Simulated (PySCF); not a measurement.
C₆H₁₁O (doublet state).
Z-matrix (Å and degrees, GFN2-xTB geometry), rows numbered from 1:
```
C 
C   1  1.2947
C   2  1.4588  1  141.80
C   3  1.5444  2  111.00  1  -110.51
O   4  1.4081  3  110.72  2    65.73
C   4  1.5346  3  110.68  2   -58.80
C   6  1.5230  4  111.52  3  -174.56
H   1  1.0808  2  122.25  3   177.88
H   1  1.0940  2  123.81  3    -3.69
H   3  1.0931  2  109.99  1   128.48
H   3  1.1015  2  110.45  1     9.45
H   4  1.0957  3  109.19  2  -179.46
H   5  0.9656  4  107.75  3   -58.52
H   6  1.0913  4  109.04  3   -52.87
H   6  1.0940  4  108.32  3    64.24
H   7  1.0873  6  110.01  4   -54.01
H   7  1.0878  6  110.34  4    65.40
H   7  1.0872  6  110.71  4  -174.33
```

The hyperfine couplings belong to this conformer and change with its torsions.

The species is `[C@@H](C[C]=C)(O)CC` [radical].

The calculation used UKS B3LYP, pcH-1 on C H O, non-relativistic, mean-field spin-orbit, GIAO (PySCF 2.14.0). The structure is a single GFN2-xTB conformer in the gas phase; no vibrational or solvent corrections. The geometry wasn't refined by DFT: couplings that depend on bond lengths, twists or pyramidal angles can differ widely from those at the functional's own minimum. No stability test was run, so a lower SCF solution isn't excluded.

Predict the first-order ENDOR lines of C2, C3, C4, C6, H9, H11, H8, H10, H15 and H12 under fast tumbling at B = 3362.6 mT (W band).

For S = 1/2 in fast tumbling each set of equivalent nuclei gives two lines, ν± = |νn ± a/2| to first order, with νn = g_N μN B/h and μN/h = 7.62259 MHz/T.

```csv
nuclei,isotope,g_N,νn (MHz),a_iso (MHz),lower line (MHz),upper line (MHz)
C2,13C,1.4048,36.01,269.91,98.95,170.96
C3,13C,1.4048,36.01,13.71,29.15,42.86
C4,13C,1.4048,36.01,7.21,32.40,39.61
C6,13C,1.4048,36.01,1.84,35.09,36.93
H9,1H,5.5857,143.17,176.40,54.97,231.37
H11,1H,5.5857,143.17,132.51,76.91,209.43
H8,1H,5.5857,143.17,112.59,86.87,199.47
H10,1H,5.5857,143.17,32.64,126.85,159.49
H15,1H,5.5857,143.17,7.30,139.52,146.82
H12,1H,5.5857,143.17,-1.38,142.48,143.86
```

The rows for 13C, of low natural abundance, apply to labelled samples.

Which pairs are centred on the nuclear Larmor frequency, and which on half the coupling?

Centred on νn, since |a| < 2νn: C3, C4, C6, H9, H11, H8, H10, H15 and H12. Centred on |a|/2 and split by 2νn: C2.

Couplings of abundant isotopes left out: H16/H17/H18 (0.9 MHz).

Largest spin populations (Mulliken): C2 (+0.97), C1 (-0.16), H9 (+0.10) and H11 (+0.07). C2 is the only atom above +0.15.
